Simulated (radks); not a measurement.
Problem. Br, 35 electrons, occupied as [Ar] 3d10 4s2 4p5. Method: scalar-relativistic Kohn-Sham, PBE, spin-polarised, spherical densities, finite nucleus; open shells are filled with parallel spins first; Fermi nuclear charge, rms radius 4.1629 fm; hard spherical wall at 3 bohr; computed with a radial shooting solver on a logarithmic mesh with Libxc functionals. Some entries of the table are withheld. Estimate them.

orbital  occ.  eigenvalue (eV)  <1/r> (bohr^-1)
1s up       1        -13300.22            35.66
1s down     1        -13300.13            35.66
2s up       1        -1716.487            7.896
2s down     1        -1716.439            7.896
2p up       3        -1511.859            7.728
2p down     3        -1511.776            7.727
3s up       1        -222.3078            2.590
3s down     1        -222.2011            2.590
3p up       3        -157.7794            2.436
3p down     3        -157.6602            2.436
3d up       5         -51.2256            2.138
3d down     5         -51.0721            2.140
4s up       1          -7.9895           0.8441
4s down     1          -7.0108           0.8461
4p up       3              (1)           0.7762
4p down     2              (2)           0.7771
4d up       0          30.1809           0.7216
4d down     0          31.1676           0.7201
5s up       0          58.8617              (3)
5s down     0          59.5300              (4)
5p up       0              (5)           0.8593
5p down     0              (6)           0.8600

Solution. 
(1) 4p up eigenvalue (eV): 6.5587
(2) 4p down eigenvalue (eV): 7.5659
(3) 5s up <1/r> (bohr^-1): 0.8359
(4) 5s down <1/r> (bohr^-1): 0.8359
(5) 5p up eigenvalue (eV): 73.1829
(6) 5p down eigenvalue (eV): 73.8509
